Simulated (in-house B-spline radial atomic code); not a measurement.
Inner levels of niobium as electrons are removed. A shift is the extra binding of the orbital against the neutral atom ([Kr] 4d4 5s1). The density at the nucleus is averaged over the nuclear charge. Computed with a radial B-spline atomic code at the basis-set limit: Dirac-Hartree-Fock, average of the configuration, finite nuclei.

```csv
ion,configuration,shift of 1s1/2 (eV),radius of 1s1/2 (bohr),Σ<r²> (bohr²),change of density at nucleus (bohr⁻³)
Nb32+,[He] 2s2 2p5,1932.14,0.036017,0.16556,-1018.44
Nb33+,[He] 2s2 2p4,2165.89,0.035984,0.14125,-822.4
Nb34+,[He] 2s2 2p3,2404.03,0.035949,0.11802,-622.13
Nb35+,[He] 2s2 2p2,2646.53,0.035912,0.095815,-417.66
Nb36+,[He] 2s2 2p1,2893.4,0.035875,0.074575,-208.99
Nb37+,[He] 2s2,3144.62,0.035836,0.054254,3.857
Nb38+,[He] 2s1,3365.72,0.035832,0.028481,-4316.89
Nb39+,1s2,3589.6,0.035811,0.0034505,-8780.38
Nb40+,1s1,4306.34,0.035469,0.0016906,-43840.6
```
